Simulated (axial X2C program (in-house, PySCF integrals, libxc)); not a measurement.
**CuCl: nuclear properties from DFT to coupled cluster**

Calculated with an axial X2C code built on PySCF integrals: two-component X2C with atomic mean-field Coulomb and Gaunt terms, Gaussian nuclei, basis Cu dyall-acv3z, Cl dyall-av3z with contracted cores.

R = 2.056 Å (near the PBE0 minimum at charge 0 of the determinant lowest at the starting distance; the state shown can have its own minimum elsewhere); state Ω = 0 (closed shell).

```json
{"level": "PBE0", "qzz Cu (a.u.)": "0.13", "qzz Cl (a.u.)": "1.93", "μ (D)": "-4.90"}
{"level": "HF", "qzz Cu (a.u.)": "-0.87", "qzz Cl (a.u.)": "1.12", "μ (D)": "-6.20"}
{"level": "B3LYP", "qzz Cu (a.u.)": "0.31", "qzz Cl (a.u.)": "2.08", "μ (D)": "-4.64"}
```

qzz is the electric field gradient, eQq0 = 234.96 MHz × Q/barn × qzz; μ is positive if the Cl end (last atom) is positive. The operators were transformed with the bare-nucleus X2C matrices; with these basis sets, hyperfine constants and field gradients can be off by tens of per cent, and where levels differ in sign neither size nor sign is settled.

Finite-field MP2, CCSD and CCSD(T), with 26 electrons correlated in 130 natural virtual spinors (MP2 remainder added):

| level | qzz Cu (a.u.) | qzz Cl (a.u.) | μ (D) |
| --- | --- | --- | --- |
| MP2 | -0.34 | 1.77 | -5.04 |
| CCSD | -0.44 | 1.56 | -5.37 |
| CCSD(T) | -0.35 | 1.64 | -5.17 |

T1 = 0.018 (Lee–Taylor). One unrestricted determinant, the lowest of a limited PBE0 search, is the reference; the functionals treat spin collinearly. Correlation of the inner shells is missing, which matters for properties at the nucleus. Number of frozen shells: Cu 2 s, 1 p; Cl 2 s, 1 p.

Task: By how much does correlation change each value, CCSD(T) against HF?

Result: qzz Cu -60 %; qzz Cl 46 %; μ -17 %.
